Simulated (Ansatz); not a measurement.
```yaml
crystal:
  periodic: [false, false, false]
  atoms:
    - {symbol: F, position_ang: [-1.221912, -1.655134, 0.409954]}
    - {symbol: C, position_ang: [-0.676255, -0.524279, 0.855565]}
    - {symbol: F, position_ang: [-1.659556, 0.293943, 1.228270]}
    - {symbol: F, position_ang: [0.056641, -0.811216, 1.930824]}
    - {symbol: Sn, position_ang: [0.569934, 0.413028, -0.709023]}
    - {symbol: Cl, position_ang: [-0.727230, 0.934701, -2.527801]}
    - {symbol: Cl, position_ang: [2.274819, -0.738779, -1.354449]}
    - {symbol: Cl, position_ang: [2.224819, -1.038779, -1.354449]}
basis:
  gaussian: {orbitals: def2-mTZVPP, final_grid: {core_spheres: 5, valence_spheres: 4, degree: 11}}
hamiltonian: {xc: {name: PBE0}}
output: {forces: true}
```

```sh
$ ansatz run in.yaml --threads 2 --pin off --events-out ev --progress --plain --max-ram 31744MiB --backend cpu
```

Shortened log:

```
Functional definition: PBE0
1968 factors; integrals over basis functions are off by at most 1.0e-3 eV
mean field evaluation 1: about -49653.3567 eV, gradient 1.3e2 eV
mean field evaluation 2: about -49176.7223 eV, gradient 3.3e2 eV
mean field evaluation 4: about -49691.6740 eV, gradient 4.4e1 eV
mean field evaluation 8: about -49697.0959 eV, gradient 2.4e0 eV
mean field evaluation 16: about -49698.3080 eV, gradient 6.0e0 eV
mean field evaluation 32: about -49698.2244 eV, gradient 1.1e0 eV
mean field -49698.37022674 eV, -1826.3814190674 hartree, gradient 3.1e-5 eV, S^2 0.000000; 2 other end points of the search recorded, 0 dependent functions left out
reference -49698.37026287 eV, -1826.3814203951 hartree; 53, 53 occupied and 155, 155 virtual orbitals, 1968 factors
Total energy: -49698.37026287 eV, -1826.3814203951 hartree
Atom 0 at    -1.221912    -1.655134     0.409954 Å, force    -0.525011    -0.781209     0.626007 eV/Å
Atom 1 at    -0.676255    -0.524279     0.855565 Å, force     0.039209     0.278126    -0.958763 eV/Å
Atom 2 at    -1.659556     0.293943     1.228270 Å, force    -0.471012     0.651230     0.412225 eV/Å
Atom 3 at     0.056641    -0.811216     1.930824 Å, force     0.448270     0.498489     0.736439 eV/Å
Atom 4 at     0.569934     0.413028    -0.709023 Å, force    -1.655671     3.302002     1.617410 eV/Å
Atom 5 at    -0.727230     0.934701    -2.527801 Å, force    -1.284390    -1.104986    -1.363271 eV/Å
Atom 6 at     2.274819    -0.738779    -1.354449 Å, force  3142.634442 18831.941936    21.626789 eV/Å
Atom 7 at     2.224819    -1.038779    -1.354449 Å, force -3139.185837 -18834.785589   -22.696836 eV/Å
Dipole moment:     1.013075    -0.494178    -0.292189 e Å
```

(1) Something in this input is off. What?

Results:

(1) One atom was put on top of another. Self-consistency was reached. The result belongs to that input, not to the molecule as meant.
